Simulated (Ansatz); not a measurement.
Two members of one family (Same ligands, another metal), computed with Ansatz in the gas phase. The two geometries come from different levels. HOMO and LUMO are taken over both spins. Binding counts from free atoms in the multiplicity of their measured ground term, without zero-point energy. Singlets are spin-restricted. The structures are stationary points that may keep the symmetry of their start. Remarks come from the PBE and PBE0 runs and from stability tests at other levels; not every state was tested. HOMO above LUMO (over both spins in singlets and doublets, within one spin in higher multiplets; at PBE or PBE0), or a gap under 0.15 eV within one spin, warns that the state may not be the lowest or that an electron is smeared out.

First: CrBr2 (quintet, charge 0, PBE-D4/def2-TZVP geometry).

```tsv
atom	x (Å)	y (Å)	z (Å)
Cr1	0.000	0.000	0.000
Br2	-0.502	2.234	-0.410
Br3	0.502	-2.234	0.410
```

```
               level  HOMO (eV)  LUMO (eV)  gap (eV)  binding per atom (eV)
 revPBE-D4/def2-TZVP      -5.69      -5.64      0.05                   2.19
   BLYP-D4/def2-TZVP      -5.56      -5.48      0.08                   2.26
r2SCAN-D4/def2-TZVPD      -6.24      -5.76      0.48                   2.24
    PBE0-D4/def2-SVP      -7.53      -4.74      2.79                   2.17
   PBE0-D4/def2-TZVP      -7.63      -4.64      2.99                   2.17
```

Metal–donor distances: 2 × Br 2.33 Å. Remarks: near-degenerate levels, gap within one spin near zero, spin-contaminated (⟨S²⟩ up to 6.12), HOMO above LUMO (singlet), restricted SCF unstable in HF (singlet), spin-contaminated (⟨S²⟩ up to 3.01) (triplet).

Second: MnBr2 (sextet, charge 0, B3LYP-D4/def2-TZVP geometry).

```xyz
3

Mn   -0.002    0.000    0.001
Br    0.828   -1.743    1.320
Br   -0.826    1.743   -1.321
```

Question: Estimate the same table for the second.

Answer: 
| level | HOMO (eV) | LUMO (eV) | gap (eV) | binding per atom (eV) |
| --- | --- | --- | --- | --- |
| revPBE-D4/def2-TZVP | -6.67 | -4.36 | 2.32 | 2.52 |
| BLYP-D4/def2-TZVP | -6.53 | -4.54 | 1.99 | 2.43 |
| r2SCAN-D4/def2-TZVPD | -7.17 | -3.80 | 3.36 | 2.63 |
| PBE0-D4/def2-SVP | -7.95 | -2.98 | 4.97 | 2.49 |
| PBE0-D4/def2-TZVP | -8.15 | -3.02 | 5.13 | 2.50 |

Metal–donor distances: 2 × Br 2.34 Å. Remarks: spin-contaminated (⟨S²⟩ up to 2.71) (doublet), spin-contaminated (⟨S²⟩ up to 4.74) (quartet).
